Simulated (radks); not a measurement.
Q: All-electron atom: In3+ in [Kr] 4d10. All-electron calculation, scalar-relativistic Kohn-Sham, LDA (Slater exchange, Perdew-Wang correlation), spin-unpolarised, spherical densities, finite nucleus; Fermi nuclear charge, rms radius 4.6156 fm. Program: a radial shooting solver on a logarithmic mesh with Libxc functionals. Some entries of the table are withheld. Estimate them.

orbital  occ.  eigenvalue (eV)  r(max) (bohr)  <r^2> (bohr^2)
1s          2              (1)        0.01924        0.001197
2s          2        -4181.181         0.1087         0.01951
2p          6        -3758.419        0.08693             (2)
3s          2              (3)         0.3159             (4)
3p          6        -678.5586            (5)          0.1402
3d         10        -462.8099         0.2579          0.1252
4s          2        -149.2511         0.7690          0.8134
4p          6        -107.8260         0.8151          0.9690
4d         10              (6)         0.9290           1.571

A: 
(1) 1s eigenvalue (eV): -27749.67
(2) 2p <r^2> (bohr^2): 0.01537
(3) 3s eigenvalue (eV): -817.0466
(4) 3s <r^2> (bohr^2): 0.1395
(5) 3p r(max) (bohr): 0.3091
(6) 4d eigenvalue (eV): -48.1318
